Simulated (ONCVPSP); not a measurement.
What one change does to a pseudopotential (Ge (Z = 32), ONCV)

```json
{"Element": "Ge (Z = 32)", "Generator": "ONCVPSP 4.0.1", "Type": "optimised norm-conserving Vanderbilt (ONCV)", "Functional": "PBEsol", "Relativity": "fully relativistic", "Frozen core": "[Ne]", "Valence charge": "22", "Reference configuration": "3s2 3p6 3d10 4s2 4p2", "Partial waves": "3s+4s: rc 1.20 bohr, ncon 3, nbas 7, qcut 8.1 1/bohr, 2 projectors; 3p+4p: rc 1.00 bohr, ncon 5, nbas 8, qcut 11.9 1/bohr, 3 projectors, debl 1 Ha; 3d: rc 1.25 bohr, ncon 4, nbas 9, qcut 13.2 1/bohr, 2 projectors, debl 2.5 Ha", "Local potential": "polynomial inside 0.85 bohr (lpopt 5, dvloc0 4 Ha)", "Core correction": "Teter function, fcfact 2.75, rcfact 1.05"}
```

Open shells are filled in proportion to 2j + 1.

Change: d: qcut 8.6.

Cutoffs: the cutoffs (Ha) at which the residual kinetic energy of the hardest occupied pseudo-wave falls to 1 and 0.1 mHa per electron; they do not see the model core or the augmentation charge, which bear on the density cutoff. Errors are all-electron minus pseudo energies relative to the spin-unpolarised reference configuration.

**Question.** How do hardness, ghosts and transferability respond?

**Answer.** The potential gets harder (69 Ha and 77 Ha → 191 Ha and 245 Ha); of the 4 tests that both files solve, the error grows in 0 and shrinks in 1 by more than 15 % and 0.3 meV (median size 1.3 → 1.1 meV); neither file shows a bound ghost.

| quantity | base | changed |
| --- | --- | --- |
| cutoff, loose | 69 Ha | 191 Ha |
| cutoff, tight | 77 Ha | 245 Ha |
| loose cutoff by channel | s 23 Ha, p 59 Ha, d 69 Ha | s 23 Ha, p 59 Ha, d 191 Ha |
| bound ghosts | none | none |
| GHOST(+) flags under 300 eV | none | none |
| error for 3s2 3p6 3d10 4s2 4p1, meV [ΔE 7.46 eV] | +0.7 | +0.7 |
| error for 3s2 3p6 3d10 4s2 4p0, meV [ΔE 22.91 eV] | +2.0 | +1.8 |
| error for 3s2 3p6 3d10 4s1 4p0, meV [ΔE 57.70 eV] | +2.0 | -1.4 |
| error for 3s2 3p6 3d10 4s2 4p1.5, meV [ΔE 2.81 eV] | +0.3 | +0.3 |
| s: phases at 1.22 bohr within 0.05 rad from the reference energy up to (Ha; the scan ends near 5) | to the end of the scan | to the end of the scan |
| p3/2: phases at 1.01 bohr within 0.05 rad from the reference energy up to (Ha; the scan ends near 5) | to the end of the scan | to the end of the scan |
| p1/2: phases at 1.01 bohr within 0.05 rad from the reference energy up to (Ha; the scan ends near 5) | to the end of the scan | to the end of the scan |
| d5/2: phases at 1.27 bohr within 0.05 rad from the reference energy up to (Ha; the scan ends near 5) | to the end of the scan | to the end of the scan |
| d3/2: phases at 1.27 bohr within 0.05 rad from the reference energy up to (Ha; the scan ends near 5) | to the end of the scan | to the end of the scan |
| rms error of d²Exc/dni dnj with the model core, mHa | 7.25 | 7.65 |
